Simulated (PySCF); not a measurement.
SMILES Br[SiH2]N, singlet (B3LYP/def2-SVP optimised geometry):

```
7

Si    -0.622    -0.689     0.000
N      1.098    -0.689     0.000
Br    -1.604     1.359     0.000
H     -1.090    -1.358    -1.238
H     -1.089    -1.359     1.238
H      1.603    -0.408     0.836
H      1.604    -0.405    -0.835
```

Method: B3LYP/def2-TZVP in PySCF.

Problem. What are the frontier orbital energies and the dipole moment?

Solution. HOMO-2 -8.23 eV, HOMO-1 -7.88 eV, HOMO -7.65 eV, LUMO -0.05 eV, LUMO+1 0.20 eV; dipole moment 2.13 D.

On the same geometry PBE/def2-TZVP run with PySCF gives HOMO-2 -7.17 eV, HOMO-1 -6.85 eV, HOMO -6.54 eV, LUMO -0.62 eV, LUMO+1 -0.44 eV; dipole moment 2.16 D.

Meta-Löwdin charges at B3LYP/def2-TZVP: Si1 0.76, N2 -0.72, Br3 -0.32, H4 -0.10, H5 -0.10, H6 0.24, H7 0.24.
